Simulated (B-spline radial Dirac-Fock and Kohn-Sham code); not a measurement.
## Binding energies of Dy²⁺

System: dysprosium as Dy²⁺ in the configuration [Xe] 4f10, inside a Watson sphere of charge -2 and radius 1.8 Å (a model of the Madelung potential; inside it an electron's potential energy is raised by 16.0 eV); nuclear rms radius 5.2218 fm (A = 164).

Level of theory: ΔSCF Dirac-Fock with Breit, self-energy and vacuum polarisation, finite nucleus, configuration average; a radial B-spline solver. The model has no electron correlation. Energies are counted from the vacuum level.

All terms are in eV, carry their sign (relaxation lowers the binding energy) and add up to the binding energy; ⟨r⟩ is the mean radius of the orbital in the initial state.

```tsv
subshell	−ε (Koopmans)	relaxation	Gaunt	retardation	QED	binding energy	⟨r⟩ (bohr)
K (1s)	54106.8	-81.00	-172.31	15.13	-81.55	53787.1	0.021
L1 (2s)	9129.6	-47.60	-17.88	1.21	-11.27	9054.0	0.089
L2 (2p1/2)	8661.3	-51.66	-31.11	3.42	0.34	8582.3	0.074
L3 (2p3/2)	7859.0	-49.40	-21.86	4.40	-0.88	7791.3	0.081
M1 (3s)	2082.8	-26.50	-3.04	0.17	-2.53	2050.9	0.233
M2 (3p1/2)	1878.7	-27.28	-5.50	0.54	0.03	1846.5	0.223
M3 (3p3/2)	1708.9	-26.18	-3.65	0.78	-0.21	1679.6	0.237
M4 (3d3/2)	1362.9	-28.37	-2.19	0.17	0.20	1332.7	0.209
M5 (3d5/2)	1326.2	-27.95	-1.41	0.19	0.10	1297.2	0.214
N1 (4s)	435.1	-11.07	-0.61	0.04	-0.59	422.8	0.530
N2 (4p1/2)	352.9	-10.73	-1.10	0.11	0.01	341.2	0.542
N3 (4p3/2)	314.7	-9.91	-0.67	0.16	-0.04	304.2	0.571
N4 (4d3/2)	178.5	-9.16	-0.27	0.02	0.04	169.1	0.606
N5 (4d5/2)	171.4	-8.87	-0.12	0.02	0.02	162.5	0.617
N6,7 (4f)	10.73	-6.03	0.12	-0.02	0.02	4.82	0.840
O1 (5s)	57.49	-1.48	-0.08	0.00	-0.09	55.84	1.328
O2 (5p1/2)	32.80	-1.21	-0.12	0.01	0.00	31.49	1.486
O3 (5p3/2)	27.80	-0.99	-0.06	0.02	0.00	26.76	1.585
```

For the deepest level, K (1s), the Breit terms make up -0.292 % of the binding energy, QED -0.152 % and orbital relaxation -0.151 %.

Spin-orbit splittings: 2p 791.0 eV, 3p 166.9 eV, 3d 35.54 eV, 4p 36.99 eV, 4d 6.64 eV, 5p 4.73 eV.

Values without a named source are computed, but for edge energies of neutral atoms, which are taken from tables.
